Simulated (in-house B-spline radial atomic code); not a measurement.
A radial electron density 4πr²n(r) was computed for an atom or ion in its tabulated ground configuration with an all-electron radial atomic-structure program (B-spline basis); method: non-relativistic Hartree-Fock, average of configuration. Columns: r (bohr), 4πr²n(r) (electrons per bohr), bar.

```
  0.0022    1.082 #
 0.00263    1.506 ##
 0.00313    2.068 ##
 0.00373    2.829 ###
 0.00444    3.837 ####
  0.0053    5.184 #####
 0.00631    6.902 #######
 0.00752    9.097 #########
 0.00896    11.82 ############
  0.0107    15.14 ###############
  0.0127    18.85 ###################
  0.0152    23.16 #######################
  0.0181     27.5 ############################
  0.0215    31.56 ################################
  0.0257    35.01 ###################################
  0.0306    37.12 ######################################
  0.0365    37.57 ######################################
  0.0435    36.31 #####################################
  0.0518    33.89 ##################################
  0.0617     31.4 ################################
  0.0736    30.29 ###############################
  0.0877    31.69 ################################
   0.104    35.48 ####################################
   0.125    40.56 #########################################
   0.148    43.51 ############################################
   0.177    42.33 ###########################################
   0.211    36.45 #####################################
   0.251    28.49 #############################
   0.299    22.29 #######################
   0.357    20.71 #####################
   0.425    23.08 #######################
   0.507    25.76 ##########################
   0.604    25.21 #########################
   0.719    20.74 #####################
   0.857    14.13 ##############
    1.02    8.004 ########
    1.22    3.656 ####
    1.45    1.407 #
    1.73   0.4246 
    2.06   0.1005 
    2.46  0.01682
```

Which atom or ion is it?
A. Ge5+
B. Ga6+
C. Ga5+
D. Ga4+

C. The area under the curve, ∫4πr²n dr = ∫r·4πr²n d(ln r) on this logarithmic grid, is 26 electrons, which only this option has. The configuration is [Ar] 3d8.
